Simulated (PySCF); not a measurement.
# Electronic structure of Pb+ (lead, charge +1) at the PBE level

Configuration: [Xe] 4f14 5d10 6s2 7s1, 2S determinant (an excited configuration). All numbers are calculated (PySCF 2.14, scalar relativity through the core potential, in aug-cc-pwCVTZ-PP with ECP60MDF (8s7p6d4f1g, 96 functions)).

- Total energy: -192.3942 hartree
- One-electron energy: -326.9583 hartree
- Hartree (Coulomb) energy: 150.2515 hartree
- Exchange-correlation energy: -15.6874 hartree
- ⟨S²⟩: 0.7500
- ⟨L²⟩: 0.000
- Sum of ⟨r⟩: 30.88 bohr
- Sum of ⟨r²⟩: 73.23 bohr²

```csv
shell,electrons,mean orbital energy (hartree),"rms radius, mean of both spins (bohr)"
5s α,1,-5.73848,0.916
5s β,1,-5.73779,0.916
5p α,3,-3.60985,1.05
5p β,3,-3.60921,1.05
5d α,5,-1.18971,1.40
5d β,5,-1.18833,1.40
6s α,1,-0.81300,2.33
6s β,1,-0.80933,2.33
7s α,1,-0.23024,5.87
```

Energies and moments cover only the electrons outside the core potential. Spin-orbit coupling, which splits the p, d and f shells strongly at this Z, is absent. The outer electron is Rydberg-like, and this basis confines it to a smaller radius and binds it less than a complete one would.
